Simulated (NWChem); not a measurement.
## Basis-set convergence for H$_{3}$FPbSi

```xyz
6

Pb    -0.2505    -0.4129     0.0000
F     -1.5161     1.2208     0.0000
Si     1.9372     1.2820     0.0000
H      1.8987     2.1690     1.2092
H      1.8987     2.1690    -1.2092
H      3.2677     0.5848     0.0000
```
Charge 0, spin multiplicity 1.

Program: NWChem. All single points use one geometry, from PBE0/def2-SVP with def2 effective core potentials on Pb, a minimum by its harmonic frequencies.

Quantity: first vertical ionisation energy at the level G0W0@PBE.

Effective core potentials replace the inner electrons of Pb; spin-orbit coupling is left out. GW and range-separated runs recompute their integrals, the others keep them in memory, which bears on the times. The structure started from a generated list of species.

Costs are rough ratios of processor time within this set of runs, SCF included, with def2-SVP as 1.

**Question.** In def2-TZVPD the value is 8.00 eV. Among def2-SVP, def2-SVPD, def2-TZVP, def2-TZVPP, which is the smallest basis within 0.2 eV of it?

**Answer.** def2-TZVP, with 136 functions against 166 (also within reach: def2-TZVPP). def2-TZVPD isn't the basis-set limit itself, and a small set can land close by cancellation.

```tsv
basis	functions	first vertical ionisation energy (eV)	relative cost
def2-SVP	73	7.59	1
def2-SVPD	103	7.72	under 3
def2-TZVP	136	7.99	4
def2-TZVPP	165	8.03	6
def2-TZVPD	166	8.00	7
```
